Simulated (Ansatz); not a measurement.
Start from `CO[SiH](F)S[SiH2]F` and change one atom or group to get `CO[SiH](F)S[SiH2]Cl`.

Ansatz, PBE0-D4/def2-TZVP geometries, multiplicity 1. Each molecule was computed in one conformer, which needn't be the lowest.

```tsv
property	`CO[SiH](F)S[SiH2]F`
HOMO energy (PBE/def2-TZVPP) / eV	-7.01
HOMO energy (ωB97M-V/def2-TZVPP) / eV	-10.45
size of the dipole moment (PBE/def2-TZVPP) / D	1.62
LUMO energy (ωB97M-V/def2-TZVPP) / eV	1.50
LUMO energy (B3LYP/def2-TZVPP) / eV	-0.45
HOMO–LUMO gap (PBE0/def2-TZVPP) / eV	7.99
```

Task: What does the change do to each property? (An estimate is asked.)

Result: Ansatz gave: 
```tsv
property	`CO[SiH](F)S[SiH2]Cl`	shift
HOMO energy (PBE/def2-TZVPP) / eV	-6.81	0.20
HOMO energy (ωB97M-V/def2-TZVPP) / eV	-10.24	0.21
size of the dipole moment (PBE/def2-TZVPP) / D	1.45	-0.17
LUMO energy (ωB97M-V/def2-TZVPP) / eV	1.69	0.19
LUMO energy (B3LYP/def2-TZVPP) / eV	-0.33	0.12
HOMO–LUMO gap (PBE0/def2-TZVPP) / eV	7.92	-0.07
```

With PBE0 the HOMO rises by 0.19 eV and the LUMO rises by 0.13 eV, so the gap narrows by about 0.06 eV. PBE moves the HOMO by 0.20 eV and ωB97M-V by 0.21 eV. Dipoles are sizes alone; their direction can turn.

B3LYP here is the variant with VWN-RPA as its local correlation; programs differ in this.
